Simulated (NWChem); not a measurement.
Species: PbHI, singlet; SMILES [PbH][I]

Computed with NWChem. Low-valent species are run as closed-shell singlets; no triplet was tried in these runs. def2 effective core potentials on I, Pb; no spin-orbit coupling. Each level has its own optimisation; frequencies are unscaled.

```json
[
 {"level": "LDA (Slater exchange, VWN5)/def2-SVP", "r H–Pb (Å)": "1.865", "r I–Pb (Å)": "2.800", "highest harmonic frequency (cm⁻¹)": "1573", "lowest (cm⁻¹)": "171", "zero-point energy (kcal/mol)": "3.2"},
 {"level": "BLYP/def2-SVP", "r H–Pb (Å)": "1.894", "r I–Pb (Å)": "2.892", "highest harmonic frequency (cm⁻¹)": "1507", "lowest (cm⁻¹)": "152", "zero-point energy (kcal/mol)": "3.0"},
 {"level": "PBE-D3(BJ)/def2-SVP", "r H–Pb (Å)": "1.881", "r I–Pb (Å)": "[?]", "highest harmonic frequency (cm⁻¹)": "[?]", "lowest (cm⁻¹)": "[?]", "zero-point energy (kcal/mol)": "3.1"}
]
```

**Question.** Some entries are withheld; supply them.

**Answer.** 
- PBE-D3(BJ)/def2-SVP, r I–Pb (Å): 2.853
- PBE-D3(BJ)/def2-SVP, highest harmonic frequency (cm⁻¹): 1537
- PBE-D3(BJ)/def2-SVP, lowest (cm⁻¹): 160
